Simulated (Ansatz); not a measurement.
Total energies of AlBFH5OSi (`OB[SiH](F)[AlH2]`).

```xyz
10

O    -0.5573   -0.7977    1.9504
B     0.6201   -0.6006    1.3149
Si    0.5666   -0.4290   -0.7038
F     2.0680   -0.1756   -1.2600
Al   -0.9779    1.3303   -1.4787
H    -0.4786   -0.8748    2.9056
H     1.6378   -0.5090    1.9537
H     0.1200   -1.7420   -1.2687
H    -2.5367    1.1402   -1.2301
H    -0.4621    2.6581   -2.1833
```

Charge 0, multiplicity 1. All single points use the PBE0-D4/def2-TZVP geometry. It is one conformer, not always the lowest. Basis def2-TZVPP, Ansatz.

RPA on PBE orbitals: Hartree–Fock energy of these orbitals -732.86526 Eh, correlation -1.31511 Eh (frozen core).

| functional | energy without D4 (Eh) | D4 term (kJ/mol) |
| --- | --- | --- |
| LDA (SPW92) | -731.31541 | – |
| PBE | -734.50792 | -18.7 |

Q: Give the same for revPBE, BLYP, r2SCAN, B97M-V, PBE0, B3LYP, r2SCANh, r2SCAN0, HSE06 (plane-wave form), BHLYP, CAM-B3LYP, LC-ωPBE, ωB97X-V, ωB97M-V, B2PLYP, PBE-QIDH. (Best estimate.)

A: The calculation gave: 
```json
{"functional": "revPBE", "energy without D4 (Eh)": "-734.83702", "D4 term (kJ/mol)": "-50.4"}
{"functional": "BLYP", "energy without D4 (Eh)": "-734.98474", "D4 term (kJ/mol)": "-40.0"}
{"functional": "r2SCAN", "energy without D4 (Eh)": "-734.86740", "D4 term (kJ/mol)": "-4.6"}
{"functional": "B97M-V", "energy without D4 (Eh)": "-734.84487", "D4 term (kJ/mol)": "–"}
{"functional": "PBE0", "energy without D4 (Eh)": "-734.56756", "D4 term (kJ/mol)": "-16.1"}
{"functional": "B3LYP", "energy without D4 (Eh)": "-735.07517", "D4 term (kJ/mol)": "-30.3"}
{"functional": "r2SCANh", "energy without D4 (Eh)": "-734.85327", "D4 term (kJ/mol)": "-5.0"}
{"functional": "r2SCAN0", "energy without D4 (Eh)": "-734.83339", "D4 term (kJ/mol)": "-5.5"}
{"functional": "HSE06 (plane-wave form)", "energy without D4 (Eh)": "-734.54535", "D4 term (kJ/mol)": "-15.2"}
{"functional": "BHLYP", "energy without D4 (Eh)": "-734.93940", "D4 term (kJ/mol)": "-25.4"}
{"functional": "CAM-B3LYP", "energy without D4 (Eh)": "-734.96871", "D4 term (kJ/mol)": "-16.6"}
{"functional": "LC-ωPBE", "energy without D4 (Eh)": "-734.72440", "D4 term (kJ/mol)": "–"}
{"functional": "ωB97X-V", "energy without D4 (Eh)": "-734.86944", "D4 term (kJ/mol)": "–"}
{"functional": "ωB97M-V", "energy without D4 (Eh)": "-734.91253", "D4 term (kJ/mol)": "–"}
{"functional": "B2PLYP", "energy without D4 (Eh)": "-734.65388", "D4 term (kJ/mol)": "–"}
{"functional": "PBE-QIDH", "energy without D4 (Eh)": "-734.36713", "D4 term (kJ/mol)": "–"}
```

B3LYP takes the VWN-RPA correlation (the form of Gaussian; ORCA's B3LYP/G). HSE06 is the plane-wave form, built on full-range PBE exchange. The double hybrids freeze the cores in their second-order part.

LC-ωPBE has ω = 0.4 bohr⁻¹.
